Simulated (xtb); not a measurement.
boron oxyfluoride (BFO), SMILES O=BF. All values are semi-empirical tight-binding results from xtb (GFN2-xTB unless named), good for trends rather than for accurate numbers. The structure is a stationary point at GFN2-xTB.

Problem. Estimate the properties. (An estimate is asked for; the answer gives what the named calculation found.)

Solution. 
```yaml
point_group_as_xtb_finds_it: C∞v
orbital_gap: 9.38 eV
dipole_moment: 1.44 D
zero_point_energy: 5.8 kcal/mol
G − E(el) at 298.15 K (modified RRHO): -7.8 kcal/mol
static polarisability (D4 model): 22.0 bohr³
solvation energy, GFN2-xTB/ALPB(water): 0.3 kcal/mol
solvation energy, GFN2-xTB/ALPB(thf): -1.4 kcal/mol
```

Computed IR lines (harmonic; lines under 4 % of the strongest left out, lines within 3 cm⁻¹ merged):
ν (cm⁻¹): 420 (m), 1013 (w), 2228 (vs) (against the strongest line: vs over 80 %, s over 45 %, m over 15 %, w over 4 %, vw less)
